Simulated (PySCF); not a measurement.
ethanol (C₂H₆O), singlet, geometry from GFN2-xTB; CAMB3LYP/def2-SVP (PySCF).

Input for PySCF:
```python
from pyscf import gto, scf, dft

mol = gto.Mole()
mol.atom = '''
    C     1.176497   -0.412106    0.001945
    C    -0.001587    0.549400   -0.003306
    O    -1.195083   -0.206436    0.001787
    H    -1.949671    0.390496   -0.001462
    H     0.042327    1.198615    0.883798
    H     0.041515    1.187890   -0.898201
    H     2.111048    0.141815   -0.001815
    H     1.133391   -1.040240    0.887262
    H     1.132588   -1.050851   -0.875708
'''
mol.basis = 'def2-svp'
mol.charge = 0
mol.spin = 0
mol.verbose = 4
mol.build()

mf = dft.RKS(mol)
mf.xc = 'camb3lyp'
mf.grids.prune = dft.gen_grid.sg1_prune
mf.kernel()
mf.analyze()
```

Output, abridged:

```
PySCF version 2.14.0

[INPUT] verbose = 4
[INPUT] num. atoms = 9
[INPUT] num. electrons = 26
[INPUT] charge = 0
[INPUT] spin (= nelec alpha-beta = 2S) = 0
[INPUT] symmetry False subgroup None
[INPUT] Mole.unit = angstrom
[INPUT] Symbol           X                Y                Z      unit          X                Y                Z       unit  Magmom
[INPUT]  1 C      1.176497000000  -0.412106000000   0.001945000000 AA    2.223257116372  -0.778767474290   0.003675517312 Bohr   0.0
[INPUT]  2 C     -0.001587000000   0.549400000000  -0.003306000000 AA   -0.002998995360   1.038215532836  -0.006247434568 Bohr   0.0
[INPUT]  3 O     -1.195083000000  -0.206436000000   0.001787000000 AA   -2.258379566124  -0.390107502251   0.003376940585 Bohr   0.0
[INPUT]  4 H     -1.949671000000   0.390496000000  -0.001462000000 AA   -3.684344223007   0.737930492738  -0.002762779594 Bohr   0.0
[INPUT]  5 H      0.042327000000   1.198615000000   0.883798000000 AA    0.079986437674   2.265054078796   1.670136169438 Bohr   0.0
[INPUT]  6 H      0.041515000000   1.187890000000  -0.898201000000 AA    0.078451980061   2.244786766110  -1.697353894810 Bohr   0.0
[INPUT]  7 H      2.111048000000   0.141815000000  -0.001815000000 AA    3.989302555811   0.267991510355  -0.003429852916 Bohr   0.0
[INPUT]  8 H      1.133391000000  -1.040240000000   0.887262000000 AA    2.141798582047  -1.965768703818   1.676682180734 Bohr   0.0
[INPUT]  9 H      1.132588000000  -1.050851000000  -0.875708000000 AA    2.140281131969  -1.985820587725  -1.654848285091 Bohr   0.0

nuclear repulsion = 81.9668785665432
number of shells = 36
number of NR pGTOs = 114
number of NR cGTOs = 72
basis = def2-svp
ecp = {}

******** <class 'pyscf.dft.rks.RKS'> ********
method = RKS
initial guess = minao
damping factor = 0
level_shift factor = 0
DIIS = <class 'pyscf.scf.diis.CDIIS'>
diis_start_cycle = 1
diis_space = 8
diis_damp = 0
SCF conv_tol = 1e-09
SCF conv_tol_grad = None
SCF max_cycles = 50
direct_scf = True
direct_scf_tol = 1e-13
XC library pyscf.dft.libxc version 7.1.2
    S. Lehtola, C. Steigemann, M. J. T. Oliveira, and M. A. L. Marques,  SoftwareX 7, 1–5 (2018)
XC functionals = camb3lyp
    T. Yanai, D. P. Tew, and N. C. Handy,  Chem. Phys. Lett. 393, 51 (2004)
radial grids:
    Treutler-Ahlrichs [JCP 102, 346 (1995); DOI:10.1063/1.469408] (M4) radial grids

becke partition: Becke, JCP 88, 2547 (1988); DOI:10.1063/1.454033
pruning grids: <function sg1_prune>
grids dens level: 3
symmetrized grids: False
atomic radii adjust function: <function treutler_atomic_radii_adjust>
small_rho_cutoff = 0
Set gradient conv threshold to 3.16228e-05
Initial guess from minao.
tot grids = 44936
init E= -154.974225809745
  HOMO = -0.352040401581052  LUMO = 0.0404649795498933  gap/eV = 10.68062
cycle= 1 E= -154.772003976467  delta_E= 0.202  |g|= 0.612  |ddm|= 2.71
  HOMO = -0.203011534826836  LUMO = 0.103089288395968  gap/eV = 8.32943
cycle= 2 E= -154.753391927004  delta_E= 0.0186  |g|= 0.71  |ddm|= 1.11
  HOMO = -0.330765211738516  LUMO = 0.0956197547812851  gap/eV = 11.60253
cycle= 3 E= -154.84367718944  delta_E= -0.0903  |g|= 0.0376  |ddm|= 0.61
  HOMO = -0.328396830568327  LUMO = 0.0970604475018924  gap/eV = 11.57728
cycle= 4 E= -154.843923736106  delta_E= -0.000247  |g|= 0.016  |ddm|= 0.0367
  HOMO = -0.328742822492293  LUMO = 0.0973841345153206  gap/eV = 11.59551
cycle= 5 E= -154.843985541012  delta_E= -6.18e-05  |g|= 0.00335  |ddm|= 0.0166
  HOMO = -0.329084706801356  LUMO = 0.0972032684290065  gap/eV = 11.59989
cycle= 6 E= -154.843988361966  delta_E= -2.82e-06  |g|= 0.000218  |ddm|= 0.00317
  HOMO = -0.329082703025949  LUMO = 0.0972061564156292  gap/eV = 11.59991
cycle= 7 E= -154.843988383259  delta_E= -2.13e-08  |g|= 4.54e-05  |ddm|= 0.000626
  HOMO = -0.32909329038302  LUMO = 0.0972008094288315  gap/eV = 11.60005
cycle= 8 E= -154.843988383917  delta_E= -6.58e-10  |g|= 2.09e-05  |ddm|= 0.000109
  HOMO = -0.329088673754578  LUMO = 0.0972026882309756  gap/eV = 11.59998
Extra cycle  E= -154.843988383955  delta_E= -3.8e-11  |g|= 1.79e-05  |ddm|= 3.53e-05
converged SCF energy = -154.843988383955
**** SCF Summaries ****
Total Energy =                        -154.843988383955377
Nuclear Repulsion Energy =              81.966878566543230
One-electron Energy =                 -372.004626555780192
Two-electron Energy =                  135.193759605281571
Two-electron Coulomb Energy =          156.807716470656572
DFT Exchange-Correlation Energy =      -21.613956865375009
HOMO-LUMO gap [eV] =                    11.599978807980449
**** MO energy ****
MO #1   energy= -19.1912759434972  occ= 2
MO #2   energy= -10.299343615895   occ= 2
MO #3   energy= -10.2438337964978  occ= 2
MO #4   energy= -1.07887737413332  occ= 2
MO #5   energy= -0.818637456208185 occ= 2
MO #6   energy= -0.676725315775498 occ= 2
MO #7   energy= -0.582994600868311 occ= 2
MO #8   energy= -0.533885017814463 occ= 2
MO #9   energy= -0.464617089998998 occ= 2
MO #10  energy= -0.447814841623015 occ= 2
MO #11  energy= -0.428787527932482 occ= 2
MO #12  energy= -0.386671646898406 occ= 2
MO #13  energy= -0.329088673754578 occ= 2
MO #14  energy= 0.0972026882309756 occ= 0
MO #15  energy= 0.131849986674422  occ= 0
MO #16  energy= 0.166149702110646  occ= 0
MO #17  energy= 0.168981952794898  occ= 0
MO #18  energy= 0.188374478933546  occ= 0
MO #19  energy= 0.212033880590673  occ= 0
MO #20  energy= 0.26291876514339   occ= 0
MO #21  energy= 0.287479703284508  occ= 0
 ** Mulliken pop on meta-lowdin orthogonal AOs  **
 ** Mulliken pop  **
 ** Mulliken atomic charges  **
charge of    0C =     -0.28517
charge of    1C =      0.05876
charge of    2O =     -0.51996
charge of    3H =      0.30765
charge of    4H =      0.07099
charge of    5H =      0.07098
charge of    6H =      0.09646
charge of    7H =      0.10015
charge of    8H =      0.10015
Dipole moment(X, Y, Z, Debye): -0.06245,  1.55141, -0.00931
```
